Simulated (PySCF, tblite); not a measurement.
C₅H₉ClFSi (doublet state).
Atom-mapped SMILES: `[CH2:1]/[CH:2]=[C:3](\[SiH3:4])[C@@H:5]([Cl:6])[CH2:7][F:8]` (hydrogens: H9, H10 on C1; H11 on C2; H12, H13, H14 on Si4; H15 on C5; H16, H17 on C7)

Geometry (GFN2-xTB, Å), atoms numbered from 1 in this order:
```
atom  x, y, z in Å
C1    -1.7646    1.7683   -0.1658
C2    -0.5361    1.2381   -0.3987
C3    -0.2095   -0.1155   -0.2862
Si4   -1.4394   -1.4390    0.2304
C5     1.1987   -0.5222   -0.5124
Cl6    1.8704    0.1835   -2.0390
C7     2.1269   -0.0556    0.6118
F8     1.7964   -0.7079    1.7710
H9    -1.9442    2.8233   -0.2707
H10   -2.5946    1.1543    0.1352
H11    0.2514    1.9159   -0.7135
H12   -0.7578   -2.7321    0.1705
H13   -1.9096   -1.1727    1.5911
H14   -2.5730   -1.4392   -0.6993
H15    1.2913   -1.6044   -0.6242
H16    3.1703   -0.2992    0.3895
H17    2.0165    1.0165    0.8003
```

Jobs on this species (17 atoms, 79 electrons) with PySCF (density fitting) and tblite. Hardware of each: an Arm Neoverse V2 with one thread (shared host). The host was shared with other jobs, so the times are rough.

```
                                                            level and settings                                                               work  basis functions  SCF cycles  wall time
                                                                      GFN2-xTB                                      Hessian by finite differences                –           –     0.58 s
UKS B3LYP, pcH-1 on C Cl F H Si, non-relativistic, mean-field spin-orbit, GIAO  unrestricted SCF, g, hyperfine, density and orbital grids written              310           ?          ?
                                                                      GFN2-xTB                                                  L-BFGS relaxation                –           –      1.3 s
```

Q: Fill in the missing figures.

A: 
- UKS B3LYP, pcH-1 on C Cl F H Si, non-relativistic, mean-field spin-orbit, GIAO; unrestricted SCF, g, hyperfine, density and orbital grids written: 1.8 min, 13 SCF cycles

Q: What do all jobs in the table cost together?

A: About 1.8 min; the longest takes about 98 % of that, and about 190 times as long as the shortest.
